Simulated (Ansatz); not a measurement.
Geometry optimisation, Ansatz 0.2.0, RKS PBE0/def2-SVP.

input.yaml

```yaml
crystal:
  periodic: [false, false, false]
  atoms:
    - { symbol: Zr, position_ang: [0.080285, -0.247938, -0.18829] }
    - { symbol: F, position_ang: [-0.03523, -0.292742, 1.764355] }
    - { symbol: O, position_ang: [1.931884, -0.263993, -0.606753] }
    - { symbol: H, position_ang: [2.814185, -0.088264, -0.932545] }
    - { symbol: O, position_ang: [-0.665467, 1.344352, -0.912016] }
    - { symbol: H, position_ang: [-1.269585, 2.05396, -1.128744] }
    - { symbol: Cl, position_ang: [-0.865108, -2.222235, -1.125818] }
    - { symbol: O, position_ang: [-2.828701, -0.290824, 1.279275] }
    - { symbol: H, position_ang: [-3.065447, -1.208946, 1.102225] }
    - { symbol: H, position_ang: [-2.143016, -0.361869, 1.981111] }
basis:
  gaussian: { orbitals: def2-SVP }
hamiltonian:
  xc: pbe0
relax:
  f_tol: 0.03
  max_steps: 50
```

Run as:

```bash
$ ansatz run input.yaml --threads 4 --pin off --max-ram 5120MiB --backend cpu --events-out ev --progress --plain --runs-dir out
```

Task: Where does it end, and by what steps?

Result: It converged. After 23 steps the energy has fallen by 0.427 eV; O8 moved furthest, 0.60 Å. Joined: Zr1–O8 (3.26 → 2.38 Å).

| step | energy less start (eV) | largest force component (eV/Å) | accepted |
| --- | --- | --- | --- |
| 0 | 0.0000 | 0.879 | yes |
| 1 | -0.0800 | 1.198 | yes |
| 2 | -0.2059 | 1.221 | yes |
| 3 | -0.3372 | 1.242 | yes |
| 4 | -0.3687 | 1.009 | yes |
| 5 | -0.3883 | 0.834 | yes |
| 6 | -0.4040 | 0.232 | yes |
| 7 | -0.4063 | 0.193 | yes |
| 8 | -0.4095 | 0.102 | yes |
| 9 | -0.4110 | 0.086 | yes |
| 10 | -0.4128 | 0.128 | yes |
| 11 | -0.4120 | 0.285 | no |
| 12 | -0.4169 | 0.068 | yes |
| 13 | -0.4164 | 0.166 | no |
| 14 | -0.4193 | 0.060 | yes |
| 15 | -0.4217 | 0.050 | yes |
| 16 | -0.4233 | 0.290 | yes |
| 17 | -0.4242 | 0.218 | yes |
| 18 | -0.4251 | 0.062 | yes |
| 19 | -0.4256 | 0.041 | yes |
| 20 | -0.4262 | 0.068 | yes |
| 21 | -0.4266 | 0.065 | yes |
| 22 | -0.4269 | 0.071 | yes |
| 23 | -0.4271 | 0.019 | yes |

```xyz
10
Properties=species:S:1:pos:R:3
Zr -0.204 -0.129 0.013
F 0.097 0.031 1.919
O 1.603 -0.235 -0.581
H 2.500 -0.367 -0.883
O -0.900 1.460 -0.784
H -0.973 2.261 -1.301
Cl -1.019 -2.195 -0.994
O -2.312 -0.498 1.063
H -2.659 -1.350 0.762
H -2.179 -0.557 2.019
```

Whether the end is a true minimum wasn't checked by a vibrational analysis.

Time of the run: 77 s on 4 threads of Arm Neoverse V1, on a shared host, peak memory 0.33 GiB.
